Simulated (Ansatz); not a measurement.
Basis-set extrapolation for C2H7AlSSi (PBE0-D4/def2-TZVP geometry, frozen core, Ansatz). Multiplicity 1, RHF reference.

|  | def2-TZVPP | def2-QZVPP |
| --- | --- | --- |
| HF | -1008.208367 | -1008.238891 |
| MP2 correlation | -0.729589 | -0.782051 |
| CCSD(T) correlation | -0.823907 | not run |

Energies in hartree. Use E(X) = E(∞) + A·exp(−7.88·√X) for Hartree–Fock and E(X) = E(∞) + B·X^(−2.97) for correlation, with X = 3 and 4, and add CCSD(T) minus MP2 of the smaller set to the MP2 limit.

What is the CCSD(T) energy at the basis-set limit?

HF limit: -1008.238891 + (-0.030524) × 0.13774 = -1008.24310. MP2 limit: -0.782051 + (-0.052462) × 0.74074 = -0.82091. Higher-order term: -0.823907 − (-0.729589) = -0.09432. Total: -1009.15833 hartree, 3.43 eV below CCSD(T)/def2-TZVPP.
